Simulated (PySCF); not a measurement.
Electron correlation in Fe²⁺ (iron, charge +2)

[Ar] 3d5 4s1, high-spin 7S determinant (an excited configuration). Computed with PySCF 2.14 in aug-cc-pVTZ with one added diffuse shell each of s, p, d, f, g type (9s8p6d4f3g, 118 functions), with no relativity, point nucleus. Frozen: [Ar]; 6 electrons correlated.

MP2 pair energies summed by pair of shells (mhartree):

| pair | energy | share (%) |
| --- | --- | --- |
| 3d-3d | -67.47 | 82.2 |
| 3d-4s | -14.57 | 17.8 |

Total MP2 correlation energy: -82.04 mhartree.

Same-spin part -82.04 and opposite-spin part 0.00 mhartree; SCS-MP2 scales them by 1/3 and 6/5 to -27.35 mhartree.
